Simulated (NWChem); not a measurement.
Species: arsine (AsH3); SMILES [AsH3]

```xyz
4

As     0.0058    -0.0041     0.0528
H     -1.2938     0.4134    -0.6263
H      0.8276     0.9380    -0.8199
H      0.2038    -1.1631    -0.9179
```
Atoms are numbered in this order, from 1.

Computed with NWChem. Coordinates come from a PBE0/def2-SVP optimisation. Vertical excitations in the gas phase; the lowest state need not have the same character in each row.

For level BHandHLYP/aug-cc-pVDZ, full TDDFT:

- lowest excitation, singlet (eV): 6.61
- oscillator strength of that lowest state: 0.150
- orbital gap (eV): 8.89

Problem. How do the values read with level PBE/aug-cc-pVDZ, full TDDFT instead?

Solution. 
| Item | Result |
|---|---|
| lowest excitation, singlet (eV) | 6.04 |
| oscillator strength of that lowest state | 0.130 |
| orbital gap (eV) | 5.95 |
